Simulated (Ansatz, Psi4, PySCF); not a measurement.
H$_{3}$BN (SMILES B[NH]), doublet, geometry from GFN2-xTB. Base run: CCSD(T)/6-31G** in PySCF.

Here is a job for PySCF.
```python
from pyscf import gto, scf, cc

mol = gto.Mole()
mol.atom = '''
    B    -0.655879    0.141966    0.016625
    N     0.605028   -0.194095   -0.019526
    H    -1.525687   -0.651800   -0.026503
    H    -1.005560    1.273977    0.095596
    H     1.575445    0.026662   -0.015533
'''
mol.basis = '6-31g**'
mol.charge = 0
mol.spin = 1
mol.verbose = 4
mol.build()

mf = scf.UHF(mol)
mf.kernel()

mycc = cc.CCSD(mf)
mycc.kernel()
et = mycc.ccsd_t()
print('E(CCSD(T)) = %.10f' % (mycc.e_tot + et))
```

The same geometry, method and basis name were run in Ansatz (a quantum-chemistry and plane-wave program) and Psi4 and PySCF, at each program's defaults and at the settings that a row names. The base is PySCF at its defaults. Differences at the defaults can come from grids, fitting, cores and function types together.

```tsv
code and settings	ΔE vs base (mEh)	basis functions	E (Eh)	SCF cycles
PySCF, defaults (exact integrals, spherical functions, all electrons correlated)	0.000	43	-81.11037	13
Psi4, defaults (exact integrals, Cartesian functions, all electrons correlated)	-6.966	45	-81.11733	15
Ansatz, defaults (factorised integrals, Cartesian functions, frozen core)	1.927	45	-81.10844	-
PySCF, frozen core	4.787	43	-81.10558	13
Psi4, exact integrals, spherical functions, frozen core	4.787	43	-81.10558	15
Ansatz, high accuracy, frozen core, Cartesian functions as the basis file defines them	1.927	45	-81.10844	-
```

Open shells are given as the SCF converged; they aren't shown to be the lowest states, and a large step between rows can be another state.
